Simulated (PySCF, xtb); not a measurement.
Cd(Cl)(OSiH3) (CdClH₃OSi), SMILES [SiH3][O][Cd][Cl].

GFN2-xTB in xtb 6.7.1 at its own geometry gives an orbital gap of 2.38 eV and a dipole moment of 3.31 D.

Geometry optimised at PBE0-D3(BJ)/def2-SVP. The def2 effective core potentials stand for the cores of Cd; spin–orbit coupling is left out. Other conformers were not sampled.

### Question
What does HF/def2-TZVPD (PySCF) give? (An estimate is asked for; the answer gives what the named calculation found.)

### Answer
gap 12.53 eV (levels -11.84 and 0.69 eV), dipole 0.30 D.
